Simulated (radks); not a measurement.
Problem. These are the eigenvalues of the occupied orbitals of an atom or ion with whole-number occupations (eV). Calculated with a radial shooting solver on a logarithmic mesh with Libxc functionals: non-relativistic Kohn-Sham, LDA (Slater exchange, Perdew-Wang correlation), spin-unpolarised, spherical densities, point nucleus.

orbital  eigenvalue
1s        -21418.65
2s        -3123.434
2p        -2900.192
3s        -640.1372
3p        -552.5264
3d        -390.9841
4s        -176.5946
4p        -148.7817
4d        -102.7499

Which element is it, and in what charge state? The configuration may be excited.

Solution. Z = 44, ruthenium, charge +7: Ru7+ in [Kr] 4d1. The list shows which subshells hold electrons but not how many an open one holds; the 1s level, -787.12 hartree, gives Z - s = 39.7 by -(Z - s)^2/2, which with screening narrows Z to a few neighbours, and the depths of the outer levels then fix element, charge and occupations together.
